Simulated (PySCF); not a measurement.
These are ωB97X-D3(BJ)/def2-TZVP // B3LYP-D3(BJ)/def2-TZVP (PySCF 2.14.0) values and carry that method's errors. Gas-phase values, no solvent. 

Reference species (SMILES): `[CH3][Al][I]` (neutral, multiplicity 2).

```
Item            Value
-------------  ------
dipole moment  2.19 D
```

Changed species: `[CH3][Al][CH3]` (radical fragment; the reference has radical fragment).

What does the change do to the dipole moment?

the dipole moment drops by 1.83 D, to 0.36 D.
